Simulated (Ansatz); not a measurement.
This geometry of ClGaH2 (4 atoms, charge 0, multiplicity 1) is a first-order saddle point.

Method: Ansatz 0.2.0, RKS PBE-D4/def2-SVPD.

```xyz
4
Properties=species:S:1:pos:R:3
Ga -0.384 0.000 0.500
H 1.053 0.000 1.373
Cl 2.276 0.000 0.246
H -0.988 0.000 -0.989
```

Problem. Which two structures does it join? (They come from a converged band through this point; their orientation in space is the band's.)

Solution. Bonds broken: Ga1–H2, Ga1–Cl3. Bonds formed: H2–Cl3. ClGaH2 becomes ClH + GaH.

First end point:

```xyz
4
Properties=species:S:1:pos:R:3
Ga 0.278 0.000 0.360
H 0.167 0.000 1.920
Cl 2.331 0.000 -0.395
H -0.818 0.000 -0.755
```

Last end point:

```xyz
4
Properties=species:S:1:pos:R:3
Ga -0.525 0.000 -0.056
H 1.636 0.000 0.728
Cl 2.919 0.000 1.153
H -2.072 0.000 -0.695
```

Problem. How far does it lie above each of them?

Solution. 45.3 kcal/mol above the first and 6.0 kcal/mol above the second. This is the barrier of this one path; another mechanism may lie lower. The orbitals stay closed-shell, which can raise the energy where a bond breaks towards radicals; this wasn't checked here.

Time of the run: 110 s on 2 threads of Intel(R) Xeon(R) Platinum 8259CL CPU @ 2.50GHz (Skylake/Cascade Lake) (shared host), peak memory 0.17 GiB.
